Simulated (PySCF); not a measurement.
C8H7ClO2.
Atom-mapped SMILES: `[O:1]=[C:2]([OH:3])[C:4]1=[C:5]([Cl:6])[C@@H:7]2[CH:8]=[CH:9][C@H:10]1[CH2:11]2`

NICS = −σ at a ghost point: NICS(0) at the centroid of the ring atoms, NICS(1) 1 Å to either side along the normal of their mean plane, zz for the tensor component along that normal. Level: GIAO PBE0/pcSseg-1 (PySCF, non-relativistic, gas phase) on the GFN2-xTB geometry, one conformer.

Ring bond lengths (Å), with Mayer bond orders in brackets: C4–C5 1.345 (1.56), C5–C7 1.520 (0.95), C7–C11 1.540 (0.95), C11–C10 1.539 (0.95), C10–C4 1.527 (0.96); C7–C8 1.525 (0.95), C8–C9 1.324 (1.84), C9–C10 1.522 (0.96), C10–C11 1.539 (0.95), C11–C7 1.540 (0.95).

Problem. Give the NICS values of each ring in ppm.

Solution. 
```csv
ring,type,NICS(0),"NICS(1), two faces","NICS(1)zz, two faces",rms pucker (Å),"centre to ring atoms, mean (Å)"
C4–C5–C7–C11–C10,"5-membered carbocycle; formal bonds 1 double, 4 single",-2.5,-3.6 / -3.2,-0.8 / -5.5,0.27,1.23
C7–C8–C9–C10–C11,"5-membered carbocycle; formal bonds 1 double, 4 single",-1.3,-3.4 / -3.9,-7.8 / -4.2,0.26,1.22
```

Problem. What can be read from them?

Solution. 
- C4–C5–C7–C11–C10: mean NICS(1)zz -3.1 ppm, shielded. C7, C10, C11 have four or more neighbours, and the NICS criterion for π rings isn't applied. The two faces differ by 4.7 ppm, so no symmetry operation interchanges them.
- C7–C8–C9–C10–C11: mean NICS(1)zz -6.0 ppm, shielded. C7, C10, C11 have four or more neighbours; no verdict on aromaticity is drawn. The two faces differ by 3.6 ppm, so no symmetry operation interchanges them.

Problem. What is the mean of the two in-plane components of NICS at the first NICS(1) probe listed for ring C4–C5–C7–C11–C10, 1 Å off the ring?

Solution. The isotropic value is a third of the trace: (3 × -3.6 − (-0.8))/2 = -5.0 ppm.

Problem. How shielded are the nuclei of the rings and their hydrogens (means over atoms taken as equivalent)?

Solution. 
| atoms | environment | σ isotropic (ppm) |
| --- | --- | --- |
| C4 | fully substituted alkene carbon | 41.3 |
| C5 | vinylic C–Cl carbon | 6.6 |
| C7 | sp3 carbon at a ring junction | 122.8 |
| C8 | alkene CH carbon | 37.0 |
| C9 | alkene CH carbon | 31.0 |
| C10 | sp3 carbon at a ring junction | 132.6 |
| C11 | ring CH2 carbon | 109.4 |
| H on C7 | methine hydrogen | 28.40 |
| H on C8 | vinylic hydrogen | 24.55 |
| H on C9 | vinylic hydrogen | 24.34 |
| H on C10 | methine hydrogen | 27.69 |
| H on C11 | methylene hydrogen | 29.39 |
| H on C11 | methylene hydrogen | 29.47 |
